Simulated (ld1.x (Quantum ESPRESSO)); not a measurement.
# F: from the effect back to the setting (TM)

Base potential:

* Element: F (Z = 9)
* Generator: ld1.x (Quantum ESPRESSO) 7.5
* Type: norm-conserving Troullier–Martins (Kleinman–Bylander form)
* Functional: PBE
* Relativity: scalar-relativistic
* Frozen core: [He]
* Valence charge: 7
* Reference configuration: 2s2 2p5
* Partial waves: 2s (bound): rc 0.70 bohr; 2p (bound): rc 1.35 bohr
* Local potential: all-electron potential smoothed inside 0.85 bohr (lloc = -1)
* Core correction: none

Cutoffs, loose and tight: the cutoffs (Ry, on a coarse ladder) from which the occupation-weighted sum of valence levels, in a spherical-Bessel basis at the reference potential, stays within 10 and 1 mRy of its value at 400 Ry. They do not see the model core or the augmentation charge, which bear on the density cutoff. Test errors are all-electron minus pseudo excitation energies from the reference, over the configurations 2s2 2p4; 2s2 2p3; 2s2 2p2; 2s2 2p1; 2s1 2p5; 2s2 2p5.3; 2s1 2p6; variants that change the core or the reference have their own tests.

Only the scale of all radii (base = 1) is moved:

| scale of all radii (base = 1) | cutoff, loose | cutoff, tight | bound ghosts | largest test error (meV) |
| --- | --- | --- | --- | --- |
| 0.75 | 260 Ry | over 300 Ry | none | +812 |
| 0.84 | 200 Ry | 260 Ry | none | +1039 |
| 0.92 | 140 Ry | 260 Ry | none | +1351 |
| 1.11 | 110 Ry | 230 Ry | none | +2926 |
| 1.21 | 100 Ry | 200 Ry | none | +4231 |
| 1.32 | 80 Ry | 180 Ry | none | +5518 |
| 1.38 | 70 Ry | 160 Ry | none | +6475 |

Question: One more run gave cutoff, loose: 120 Ry; cutoff, tight: 260 Ry; bound ghosts: none; largest test error (meV): +1984. Which value of the scale of all radii (base = 1) was used?

Answer: 1. The loose cutoff moves one way along this sweep, from 260 Ry at 0.75 to 70 Ry at 1.38, which places the run between 0.92 and 1.11.
